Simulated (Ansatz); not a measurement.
Ansatz (a quantum-chemistry and plane-wave program) input (PBE0/def2-TZVPD):

Ansatz 0.2 input:
```yaml
crystal:
  periodic: [false, false, false]
  atoms:
    - {symbol: Cs, position_ang: [-0.00000000, -0.00000000, -1.65715595]}
    - {symbol: I, position_ang: [0.00000000, 0.00000000, 1.71969014]}
basis:
  gaussian:
    orbitals: def2-TZVPD
hamiltonian:
  xc: {name: PBE0}
output: {forces: true}
```

Output:

```
Functional definition: PBE0
integrals: 0.03 GiB planned
768 factors; their error is unknown
mean field: 0.25 GiB planned
mean field evaluation 1: about -8650.9111 eV, gradient 1.6e1 eV
mean field evaluation 2: about -8650.7827 eV, gradient 2.1e1 eV
mean field evaluation 4: about -8652.0133 eV, gradient 8.3e-1 eV
mean field evaluation 8: about -8652.2572 eV, gradient 6.4e-1 eV
mean field evaluation 16: about -8652.2575 eV, gradient 1.6e-5 eV
mean field -8652.25750160 eV, -317.9645984729 hartree, gradient 6.6e-6 eV, S^2 0.000000; 0 other end points of the search recorded, 0 dependent functions left out
the calculation of the forces begins
reference -8652.25754113 eV, -317.9645999258 hartree; 17, 17 occupied and 74, 74 virtual orbitals, 768 factors
Total energy: -8652.25754113 eV, -317.9645999258 hartree
Atom 0 at    -0.000000    -0.000000    -1.657156 Å, force     0.000000    -0.000000     0.116530 eV/Å
Atom 1 at     0.000000     0.000000     1.719690 Å, force    -0.000000     0.000000    -0.116530 eV/Å
Dipole moment:     0.000000    -0.000000    -2.449222 e Å
```
